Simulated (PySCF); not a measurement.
WOSFCl, SMILES [O]=[W]([F])(=[S])[Cl], multiplicity 1.

Geometry optimised at B3LYP-D3(BJ)/def2-SVP. The spin state was assumed, not searched. The structure was generated by enumeration; whether it is a known compound was not checked. The def2 effective core potentials stand for the cores of W; spin–orbit coupling is left out.

Computed with TDDFT-CAM-B3LYP/def2-SVPD run with PySCF.

Vertical excitations. 

```
state  energy (eV)  λ (nm)      f                                                                  main pairs
-----  -----------  ------  -----  --------------------------------------------------------------------------
S1            3.24     383  0.001                                            HOMO→LUMO+1 78 %, HOMO→LUMO 16 %
S2            3.50     354  0.004                                            HOMO→LUMO 71 %, HOMO→LUMO+1 19 %
S3            3.85     322  0.008                                                            HOMO−1→LUMO 89 %
S4            4.49     276  0.023                      HOMO−1→LUMO+1 52 %, HOMO→LUMO+2 19 %, HOMO−2→LUMO 14 %
S5            4.84     256  0.005                                          HOMO→LUMO+2 70 %, HOMO−2→LUMO 12 %
S6            5.03     247  0.003                                        HOMO−2→LUMO+1 69 %, HOMO−2→LUMO 16 %
S7            5.19     239  0.004  HOMO−1→LUMO+2 29 %, HOMO→LUMO+3 24 %, HOMO−2→LUMO 21 %, HOMO−2→LUMO+1 17 %
S8            5.30     234  0.002                                        HOMO−1→LUMO+2 53 %, HOMO→LUMO+3 29 %
S9            5.37     231  0.003                                                            HOMO−3→LUMO 85 %
S10           5.56     223  0.030    HOMO→LUMO+4 22 %, HOMO−1→LUMO+3 19 %, HOMO→LUMO+3 18 %, HOMO−2→LUMO 14 %
T1            2.86     434      0                                            HOMO→LUMO 56 %, HOMO→LUMO+1 31 %
T2            3.03     409      0                        HOMO→LUMO+1 54 %, HOMO−1→LUMO+1 30 %, HOMO→LUMO 11 %
T3            3.15     393      0       HOMO−1→LUMO+1 45 %, HOMO→LUMO 28 %, HOMO−1→LUMO 13 %, HOMO→LUMO+1 9 %
T4            3.54     350      0                                        HOMO−1→LUMO 80 %, HOMO−1→LUMO+1 13 %
```
Triplets are in the Tamm–Dancoff approximation, which puts them higher than full response would, so one can lie above its singlet here.
